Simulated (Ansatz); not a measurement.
Gas-phase electronic energies from Ansatz, PBE0-D4/def2-TZVP geometries. CCSD(T)/CBS adds triple-zeta CCSD(T) − MP2 to the extrapolated MP2 energy (def2 sets, frozen cores). Functionals use def2-TZVPP. For Se outer-core shells are correlated without core-valence functions, which leaves a few kJ/mol of doubt a bond. Scalar relativity is left out up to krypton. Each species was taken in one conformer, which may not be the lowest.

Consider the redistribution: `[SiH3]O[Si]1(Cl)CO1` + `CC[Se]C` → `CC[Se][SiH3]` + `CO[Si]1(Cl)CO1`.

`[SiH3]O[Si]1(Cl)CO1`:

Z-matrix (Å, degrees):
```
Si
O 1 1.648
H 1 1.482 2 108.3
H 1 1.481 2 108.0 3 -119.3
H 1 1.483 2 109.8 3 120.3
Si 2 1.601 1 150.2 3 -110.7
C 6 1.783 2 124.6 1 161.3
Cl 6 2.028 2 109.3 1 2.4
O 6 1.627 2 119.2 1 -136.0
H 7 1.088 6 122.3 2 5.6
H 7 1.087 6 122.9 2 -160.3
```

`CC[Se]C`:

```xyz
12

C     0.028   -0.599    1.953
C    -0.291    0.058    0.627
Se    0.954   -0.557   -0.746
C     0.217    0.473   -2.216
H    -0.054   -1.686    1.887
H     1.041   -0.357    2.282
H    -0.666   -0.257    2.725
H    -1.301   -0.190    0.296
H    -0.205    1.144    0.693
H     0.283    1.540   -2.003
H    -0.818    0.187   -2.399
H     0.814    0.245   -3.097
```

`CC[Se][SiH3]`:

Cartesian coordinates in Å:
```
C -0.971 0.366 1.906
C -0.319 -0.222 0.674
Se 0.162 1.223 -0.578
Si 1.082 -0.100 -2.170
H -0.297 1.053 2.421
H -1.240 -0.431 2.605
H -1.881 0.912 1.651
H -0.994 -0.901 0.152
H 0.595 -0.760 0.926
H 1.539 0.800 -3.258
H 2.235 -0.867 -1.628
H 0.089 -1.073 -2.701
```

`CO[Si]1(Cl)CO1`:

```xyz
11

C     1.052   -0.813   -1.638
O     0.802   -0.072   -0.462
Si   -0.542    0.140    0.392
Cl   -2.168   -0.275   -0.756
C    -0.625    1.170    1.845
O    -0.616   -0.346    1.945
H     0.155   -0.901   -2.255
H     1.827   -0.295   -2.205
H     1.408   -1.812   -1.378
H     0.262    1.608    2.295
H    -1.554    1.596    2.217
```

(1) Is it downhill or uphill in electronic energy at CCSD(T)/CBS, and by how much? (An estimate is asked.)

(2) What do these levels give: r2SCAN-D4, PBE, MP2/def2-TZVPP, SCS-MP2/def2-TZVPP, CCSD(T)/def2-TZVPP, SCS-MP2/def2-QZVPP? (An estimate is asked.)

Largest T1 diagnostic among the species: 0.012.

## Answers

(1) Computed: Uphill: ΔE = +1.02 eV.

(2) The calculation gave: r2SCAN-D4 0.95, PBE 0.83, MP2/def2-TZVPP 1.08, SCS-MP2/def2-TZVPP 1.09, CCSD(T)/def2-TZVPP 1.03, SCS-MP2/def2-QZVPP 1.09 eV.

From PBE to PBE0 (25 % exact exchange), in def2-TZVPP and without D4, ΔE moves by +0.05 eV.
